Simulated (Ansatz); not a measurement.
Dimer: boric acid (SMILES OB(O)O) (first 7 atoms) with NH3 (SMILES N); geometry from B3LYP-D3(BJ)/def2-TZVP.
(charge 0, multiplicity 1):
```xyz
11

O     -0.0024    -0.5718    -1.1977
B     -0.1552    -0.1962     0.1102
O     -1.3611     0.3833     0.4784
O      0.8779    -0.4118     0.9665
H     -0.7868    -0.3771    -1.7183
H     -1.3983     0.6214     1.4085
H      0.6982    -0.1194     1.8813
N      0.4022     0.4359     3.6913
H      0.3030     1.4292     3.8708
H     -0.3110    -0.0470     4.2268
H      1.3013     0.1527     4.0676
```

Monomers are frozen at their geometry in the pair; levels with a basis set take the counterpoise correction.

Codes used: Ansatz (Gaussian basis) for Hartree–Fock, density functionals and correlated methods. Each number belongs to the level named beside it.

Problem. One of these levels gives -7.88 kcal/mol for the interaction energy. Name it.
A) BLYP/def2-TZVPPD
B) PBE0/def2-TZVPPD
C) B3LYP/def2-TZVPPD

Solution. A, BLYP/def2-TZVPPD. The others give -8.61 (B3LYP/def2-TZVPPD), -9.56 (PBE0/def2-TZVPPD)

Ansatz is a program for electronic structure.
